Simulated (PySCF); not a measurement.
PySCF job for B(H)(SMe)2 (C2H7BS2), SMILES B(SC)SC, PBE-D3(BJ)/def2-SVP. Geometry: PBE-D3(BJ)/def2-SVP. The structure was generated by enumeration, and PubChem lists no compound with its InChIKey, so it may never have been made. One conformer was computed; it need not be the lowest.

```python
import numpy as np
from pyscf import gto, scf, dft, df
from pyscf.hessian import thermo

mol = gto.M(
    atom='''
    B    -0.00000000    0.00000000   -0.32844543
    H     0.00000000   -0.00000000   -1.54450658
    S    -1.54813612   -0.00000000    0.58059849
    C    -2.78972573    0.00000000   -0.76895361
    H    -2.68840164   -0.90525062   -1.39594962
    H    -3.78691478    0.00000000   -0.29058811
    H    -2.68840164    0.90525062   -1.39594963
    S     1.54813612    0.00000000    0.58059849
    C     2.78972574   -0.00000000   -0.76895361
    H     2.68840164    0.90525061   -1.39594963
    H     3.78691479   -0.00000000   -0.29058811
    H     2.68840164   -0.90525062   -1.39594962
    ''',
    basis='def2-SVP',
    charge=0,
    spin=0,
    max_memory=1600,
    verbose=3,
)
mf = dft.RKS(mol, xc='pbe').density_fit(auxbasis='def2-universal-jkfit')
mf.disp = 'd3bj'
mf.grids.level = 3
mf.conv_tol = 1e-11
mf.max_cycle = 100
mf.kernel()

# analytic Hessian; the response equations are solved on a coarser grid
h, args, fine = mf.Hessian(), (mf.mo_energy, mf.mo_coeff, mf.mo_occ), mf.grids
h.max_memory = max(150, 2.5e-5 * df.make_auxmol(mol, mf.with_df.auxbasis).nao * mol.nelec[0] * (mol.nelec[0] + mol.nao))  # MB; small integral blocks
h1ao = h.make_h1(mf.mo_coeff, mf.mo_occ)
mf.grids = dft.Grids(mol).set(level=1).build(with_non0tab=True)
mo1, mo_e1 = h.solve_mo1(*args, h1ao)
mf.grids = fine
hess = h.hess_elec(*args, mo1, mo_e1, h1ao) + h.hess_nuc()
if mf.do_disp():
    hess += h.get_dispersion()
for i in range(mol.natm):  # the analytic DFT Hessian lacks the response of the grid: restore translational invariance
    hess[i, i] -= hess[i].sum(axis=0)
hess = (hess + hess.transpose(1, 0, 3, 2)) / 2
vib = thermo.harmonic_analysis(mol, hess, imaginary_freq=False)
thermo.dump_normal_mode(mol, vib)
th = thermo.thermo(mf, vib['freq_au'][vib['freq_au'] > 0], 298.15, 101325)
thermo.dump_thermo(mol, th)
g0 = mf.nuc_grad_method().set(verbose=0).kernel()

# dipole derivatives [dipole axis, atom, xyz] from the same response
r, irp = mol.intor('int1e_r'), mol.intor('int1e_irp').reshape(3, 3, mol.nao, mol.nao)
sl, dm0, ok = mol.aoslice_by_atom(), np.array(mf.make_rdm1()), []
dmu = np.einsum('a,xt->xat', mol.atom_charges(), np.eye(3))
for a, (_, _, p0, p1) in enumerate(sl):
    dmu[:, a] += 2 * np.einsum('xtij,ij->xt', irp[:, :, :, p0:p1], dm0.reshape(-1, mol.nao, mol.nao).sum(0)[:, p0:p1])
    for u, c, occ, f in [(mo1, mf.mo_coeff, mf.mo_occ, 4)]:
        dmu[:, a] -= f * np.einsum('tui,xuv,vi->xt', u[a], r, c[:, occ > 0], optimize=True)
L = vib['norm_mode']
ir = 974.8801 * (np.einsum('xat,kat->kx', dmu, L) ** 2).sum(1)       # km/mol
apt = np.einsum('xax->a', dmu) / 3
print('mode   freq/cm-1   IR/(km/mol)')
for k, w in enumerate(vib['freq_wavenumber']):
    print(f'{k + 1:4d} {w:11.2f} {ir[k]:13.3f}')
print('max |gradient| / (hartree/bohr):', abs(g0).max())
print('APT charges:', apt.round(4))
```

It prints:

```
[...]
       3   C                 0.00 -0.00  0.00    0.05 -0.00  0.06   -0.00 -0.00 -0.01
       4   H                -0.03  0.01 -0.02    0.10  0.01  0.05   -0.00 -0.00 -0.01
       5   H                -0.00  0.03 -0.00   -0.02 -0.00 -0.08    0.01  0.00  0.02
       6   H                 0.03  0.01  0.02    0.10 -0.01  0.05   -0.00  0.00 -0.01
       7   S                 0.00 -0.02  0.00    0.07  0.00  0.02    0.04  0.00  0.03
       8   C                -0.00 -0.00  0.00   -0.05  0.00  0.06   -0.00 -0.00  0.01
       9   H                -0.03  0.01  0.02   -0.10 -0.01  0.05   -0.00 -0.00  0.01
      10   H                 0.00  0.03 -0.00    0.02 -0.00 -0.08    0.01  0.00 -0.02
      11   H                 0.03  0.01 -0.02   -0.10  0.01  0.05   -0.00  0.00  0.01
Mode                                12                  13                  14
Irrep
Freq [cm^-1]                      919.2375            927.7225            935.5518
Reduced mass [au]                   1.1814              1.1899              1.2628
Force const [Dyne/A]                0.5882              0.6034              0.6512
Char temp [K]                    1322.5782           1334.7861           1346.0508
Normal mode                   x     y     z       x     y     z       x     y     z
       0   B                -0.00  0.00  0.00    0.00  0.00 -0.00    0.04 -0.00  0.00
       1   H                 0.00 -0.00  0.00   -0.00 -0.07 -0.00   -0.14  0.00  0.00
       2   S                 0.00  0.02 -0.00   -0.00 -0.02  0.00   -0.01  0.00  0.02
       3   C                -0.00 -0.08  0.00    0.00  0.08 -0.00    0.05 -0.00 -0.06
       4   H                -0.26  0.12 -0.33    0.26 -0.12  0.33   -0.29 -0.04 -0.07
       5   H                -0.00  0.18 -0.00    0.00 -0.18  0.00    0.26  0.00  0.37
       6   H                 0.26  0.12  0.33   -0.26 -0.12 -0.33   -0.29  0.04 -0.07
       7   S                 0.00 -0.02 -0.00   -0.00 -0.02 -0.00   -0.01  0.00 -0.02
       8   C                 0.00  0.08 -0.00    0.00  0.08  0.00    0.05 -0.00  0.06
       9   H                 0.26 -0.12 -0.33    0.26 -0.12 -0.33   -0.29 -0.04  0.07
      10   H                -0.00 -0.18  0.00    0.00 -0.18 -0.00    0.26  0.00 -0.37
      11   H                -0.26 -0.12  0.33   -0.26 -0.12  0.33   -0.29  0.04  0.07
Mode                                15                  16                  17
Irrep
Freq [cm^-1]                      961.1205           1049.6854           1278.8449
Reduced mass [au]                   1.3334              2.1521              1.1542
Force const [Dyne/A]                0.7257              1.3971              1.1121
Char temp [K]                    1382.8384           1510.2636           1839.9731
Normal mode                   x     y     z       x     y     z       x     y     z
       0   B                 0.00  0.00 -0.06    0.22  0.00 -0.00    0.01  0.00 -0.00
       1   H                -0.00  0.00 -0.06   -0.61  0.00 -0.00   -0.01  0.00 -0.00
       2   S                -0.01  0.00  0.03   -0.02 -0.00  0.00   -0.01 -0.00 -0.00
       3   C                 0.06 -0.00 -0.06   -0.01  0.00  0.02   -0.05  0.00 -0.05
       4   H                -0.28 -0.04 -0.06    0.04  0.02  0.00    0.29 -0.12  0.20
       5   H                 0.26  0.00  0.36   -0.07 -0.00 -0.10    0.16 -0.00  0.35
       6   H                -0.28  0.04 -0.06    0.04 -0.02  0.00    0.29  0.12  0.20
       7   S                 0.01  0.00  0.03   -0.02  0.00 -0.00   -0.01 -0.00  0.00
       8   C                -0.06  0.00 -0.06   -0.01 -0.00 -0.02   -0.05  0.00  0.05
       9   H                 0.28  0.04 -0.06    0.04  0.02 -0.00    0.29 -0.12 -0.20
      10   H                -0.26 -0.00  0.36   -0.07 -0.00  0.10    0.16 -0.00 -0.35
      11   H                 0.28 -0.04 -0.06    0.04 -0.02 -0.00    0.29  0.12 -0.20
Mode                                18                  19                  20
Irrep
Freq [cm^-1]                     1282.8276           1399.9493           1400.1352
Reduced mass [au]                   1.1494              1.0492              1.0517
Force const [Dyne/A]                1.1144              1.2115              1.2148
Char temp [K]                    1845.7034           2014.2154           2014.4829
Normal mode                   x     y     z       x     y     z       x     y     z
       0   B                 0.00  0.00  0.01   -0.00  0.00 -0.00    0.00 -0.00  0.00
       1   H                -0.00 -0.00  0.02    0.00 -0.00 -0.00   -0.00  0.00  0.00
       2   S                 0.00 -0.00  0.00   -0.00 -0.00  0.00    0.00 -0.00 -0.00
       3   C                 0.05 -0.00  0.05   -0.03 -0.00  0.03    0.00 -0.04 -0.00
       4   H                -0.29  0.12 -0.20    0.17  0.26 -0.33    0.32  0.04 -0.05
       5   H                -0.16  0.00 -0.36    0.09  0.00  0.24   -0.00  0.51 -0.00
       6   H                -0.29 -0.12 -0.20    0.17 -0.26 -0.33   -0.32  0.04  0.05
       7   S                -0.00  0.00  0.00   -0.00  0.00 -0.00    0.00  0.00  0.00
       8   C                -0.05  0.00  0.05   -0.03  0.00 -0.03    0.00  0.04  0.00
       9   H                 0.29 -0.12 -0.20    0.17  0.26  0.33   -0.32 -0.04 -0.05
      10   H                 0.16 -0.00 -0.36    0.09 -0.00 -0.24   -0.00 -0.50  0.00
      11   H                 0.29  0.12 -0.20    0.17 -0.26  0.33    0.32 -0.04  0.05
Mode                                21                  22                  23
Irrep
Freq [cm^-1]                     1400.5296           1401.1061           2550.9553
Reduced mass [au]                   1.0506              1.0485              1.0987
Force const [Dyne/A]                1.2142              1.2128              4.2124
Char temp [K]                    2015.0503           2015.8797           3670.2567
Normal mode                   x     y     z       x     y     z       x     y     z
       0   B                -0.00  0.00  0.00   -0.00 -0.00  0.00   -0.00 -0.00  0.09
       1   H                 0.00 -0.01  0.00    0.00  0.00  0.01   -0.00  0.00 -0.95
       2   S                 0.00  0.00 -0.00    0.00 -0.00 -0.00    0.00  0.00 -0.00
       3   C                 0.00  0.04 -0.00    0.03  0.00 -0.03    0.00  0.00 -0.00
       4   H                -0.33 -0.04  0.05   -0.17 -0.26  0.33   -0.00  0.00  0.00
       5   H                -0.00 -0.50 -0.00   -0.09 -0.00 -0.25   -0.00 -0.00 -0.00
       6   H                 0.33 -0.04 -0.05   -0.17  0.26  0.33   -0.00 -0.00  0.00
       7   S                -0.00  0.00  0.00   -0.00 -0.00 -0.00   -0.00  0.00 -0.00
       8   C                 0.00  0.04  0.00   -0.03 -0.00 -0.03   -0.00 -0.00 -0.00
       9   H                -0.33 -0.04 -0.05    0.17  0.26  0.33    0.00 -0.00  0.00
      10   H                -0.00 -0.50  0.00    0.09  0.00 -0.25    0.00 -0.00 -0.00
      11   H                 0.33 -0.04  0.05    0.17 -0.26  0.33    0.00  0.00  0.00
Mode                                24                  25                  26
Irrep
Freq [cm^-1]                     2991.7455           2992.0813           3105.0241
Reduced mass [au]                   1.0302              1.0303              1.1065
Force const [Dyne/A]                5.4329              5.4344              6.2856
Char temp [K]                    4304.4556           4304.9388           4467.4383
Normal mode                   x     y     z       x     y     z       x     y     z
       0   B                 0.00 -0.00  0.00    0.00  0.00  0.00    0.00 -0.00 -0.00
       1   H                -0.00 -0.00 -0.00   -0.00  0.00 -0.00    0.00  0.00  0.00
       2   S                -0.00  0.00  0.00   -0.00  0.00 -0.00    0.00 -0.00 -0.00
       3   C                -0.02  0.00 -0.02    0.02 -0.00  0.02   -0.04  0.00  0.04
       4   H                -0.05  0.34  0.22    0.05 -0.34 -0.22    0.02 -0.22 -0.14
       5   H                 0.35 -0.00 -0.18   -0.35  0.00  0.18    0.49  0.00 -0.24
       6   H                -0.05 -0.34  0.22    0.05  0.34 -0.22    0.02  0.22 -0.14
       7   S                -0.00  0.00 -0.00    0.00 -0.00 -0.00    0.00 -0.00  0.00
       8   C                -0.02  0.00  0.02   -0.02  0.00  0.02   -0.05  0.00 -0.05
       9   H                -0.05  0.34 -0.22   -0.05  0.34 -0.22    0.02 -0.23  0.15
      10   H                 0.35 -0.00  0.18    0.35 -0.00  0.18    0.51  0.00  0.25
      11   H                -0.05 -0.34 -0.22   -0.05 -0.34 -0.22    0.02  0.23  0.15
Mode                                27                  28                  29
Irrep
Freq [cm^-1]                     3105.0745           3105.8634           3105.9186
Reduced mass [au]                   1.1067              1.1091              1.1088
Force const [Dyne/A]                6.2865              6.3035              6.3023
Char temp [K]                    4467.5109           4468.6460           4468.7253
Normal mode                   x     y     z       x     y     z       x     y     z
       0   B                -0.00 -0.00 -0.00   -0.00 -0.00  0.00   -0.00  0.00  0.00
       1   H                -0.00  0.00  0.00   -0.00  0.00 -0.00   -0.00 -0.00 -0.00
       2   S                 0.00  0.00  0.00   -0.00 -0.00  0.00   -0.00  0.00 -0.00
       3   C                 0.05 -0.00 -0.05    0.00  0.06 -0.00   -0.00 -0.07  0.00
       4   H                -0.02  0.23  0.15    0.05 -0.38 -0.26   -0.05  0.39  0.27
       5   H                -0.51 -0.00  0.25   -0.00  0.01  0.00    0.00 -0.01 -0.00
       6   H                -0.02 -0.23  0.15   -0.05 -0.38  0.26    0.05  0.39 -0.27
       7   S                -0.00 -0.00  0.00   -0.00 -0.00 -0.00    0.00 -0.00 -0.00
       8   C                -0.04  0.00 -0.04    0.00  0.07  0.00    0.00  0.06  0.00
       9   H                 0.02 -0.22  0.14    0.05 -0.39  0.27    0.05 -0.38  0.26
      10   H                 0.49  0.00  0.24   -0.00  0.01 -0.00   -0.00  0.01 -0.00
      11   H                 0.02  0.22  0.14   -0.05 -0.39 -0.27   -0.05 -0.38 -0.26
temperature 298.1500 [K]
pressure 101325.00 [Pa]
Rotational constants [GHz] 10.06747 1.25720 1.13421
Symmetry number 2
Zero-point energy (ZPE) 0.08810 [Eh]   231319.178 [J/mol]
                           tot       elec      trans        rot        vib
Entropy [J/mol/K]       374.984      0.000    166.908    109.324     98.753
Cv [J/mol/K]            107.846      0.000     12.472     12.472     82.903
Cp [J/mol/K]            116.161      0.000     20.786     12.472     82.903
Internal energy [J/mol]                      3718.434   3718.434 245404.944
Internal energy [Eh]   -900.79127  -900.88757
Enthalpy [J/mol]                             6197.391   3718.434 245404.944
Enthalpy [Eh]          -900.79033
Gibbs free energy [J/mol]                  -43566.149 -28876.403 215961.825
Gibbs free energy [Eh] -900.83291
mode   freq/cm-1   IR/(km/mol)
   1       37.00         0.000
   2       68.42         0.235
   3      105.17         0.000
   4      130.13         0.404
   5      172.86         0.430
   6      250.20         6.587
   7      278.75         0.458
   8      692.07         2.151
   9      697.14         0.095
  10      727.63         1.807
  11      746.37         0.332
  12      854.44        35.006
  13      919.24         0.000
  14      927.72         8.547
  15      935.55         6.892
  16      961.12         6.817
  17     1049.69       220.969
  18     1278.84        16.985
  19     1282.83         0.021
  20     1399.95        15.910
  21     1400.14         0.000
  22     1400.53        16.737
  23     1401.11         1.798
  24     2550.96        58.071
  25     2991.75        34.183
  26     2992.08         9.574
  27     3105.02         1.025
  28     3105.07         2.702
  29     3105.86         5.856
  30     3105.92         0.001
max |gradient| / (hartree/bohr): 3.198639698526932e-05
APT charges: [ 0.581  -0.1425 -0.3026  0.0823 -0.0043  0.0097 -0.0043 -0.3026  0.0823
 -0.0043  0.0097 -0.0043]
```

The run converged.
